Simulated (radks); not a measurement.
Fractional charge and spin in the 1s shell of beryllium: the spin-up occupation runs from 0 to 1 and the spin-down occupation from 0 to 1; the fullest corner is Be2+, 1s(up 1, down 1). All-electron calculation, non-relativistic Kohn-Sham, PBE, spin-polarised, spherical densities, point nucleus. Program: a radial shooting solver on a logarithmic mesh with Libxc functionals. Energy (eV) above the fullest corner. The planes named below are the two flat planes that join the four corners, with an edge along up + down = one added electron.

\begin{tabular}{lrrr}
down \ up & 0 & 0.5 & 1 \\ \hline
0 & 370.607 & 256.324 & 153.440 \\
0.5 & 256.324 & 158.746 & 71.807 \\
1 & 153.440 & 71.807 & 0.000 \\
\end{tabular}

Corners above the fullest one (they belong to Be3+ and the next ion): (up 1, down 0) 153.44 eV, (up 0, down 1) 153.44 eV, (up 0, down 0) 370.61 eV. With half an added electron in each spin the energy lies 5.306 eV from the planes (fractional-spin error, the static-correlation error of a stretched bond), and with half an added electron in spin up alone -5.700 eV (fractional-charge error). For a frontier s shell over closed shells the exact functional lies on the planes.
